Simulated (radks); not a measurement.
Ta4+, 69 electrons, occupied as [Xe] 4f14 5d1. Method: scalar-relativistic Kohn-Sham, BLYP, spin-polarised, spherical densities, finite nucleus; open shells are filled with parallel spins first (spin-orbit coupling, left out, can overturn this in heavy ions); Fermi nuclear charge, rms radius 5.3507 fm; computed with a radial shooting solver on a logarithmic mesh with Libxc functionals.

Normalised radial functions P(r) = r R(r), r in bohr:

r          5s down  4f down  5d down
0.0006898   0.0466   0.0000   0.0000
0.00092     0.0583   0.0000   0.0000
0.001227    0.0726   0.0000   0.0000
0.001637    0.0894   0.0000   0.0000
0.002165    0.1083   0.0000   0.0000
0.002888    0.1297   0.0000   0.0001
0.003852    0.1518   0.0000   0.0002
0.005138    0.1717   0.0000   0.0004
0.006853    0.1848   0.0000   0.0009
0.00914     0.1842   0.0001   0.0019
0.01219     0.1606   0.0002   0.0041
0.01626     0.1044   0.0004   0.0085
0.02151     0.0132   0.0012   0.0170
0.02869    -0.1105   0.0034   0.0332
0.03827    -0.2330   0.0090   0.0615
0.05104    -0.2924   0.0228   0.1061
0.06808    -0.2152   0.0548   0.1660
0.0908      0.0230   0.1226   0.2259
0.1211      0.3145   0.2510   0.2486
0.1615      0.4119   0.4620   0.1818
0.2137      0.1323   0.7406   0.0056
0.285      -0.3852   1.0413  -0.2330
0.3802     -0.6108   1.2435  -0.3762
0.5071     -0.1773   1.2471  -0.2759
0.6763      0.6155   1.0549   0.0647
0.902       1.1118   0.7579   0.4827
1.203       1.0111   0.4596   0.7755
1.605       0.5722   0.2288   0.8215
2.123       0.2088   0.0916   0.6474
2.832       0.0430   0.0258   0.3701
3.777       0.0043   0.0045   0.1386
5.037       0.0002   0.0004   0.0296

5s down: eigenvalue -114.43 eV, 4 radial nodes at r = 0.0222, 0.0888, 0.231, 0.542 bohr, <r> = 1.09 bohr, 90 % of the charge inside 1.56 bohr. 4f down: eigenvalue -66.691 eV, 0 radial nodes, <r> = 0.634 bohr, 90 % of the charge inside 1.06 bohr. 5d down (empty): eigenvalue -40.720 eV, 2 radial nodes at r = 0.215, 0.646 bohr, <r> = 1.75 bohr, 90 % of the charge inside 2.63 bohr.
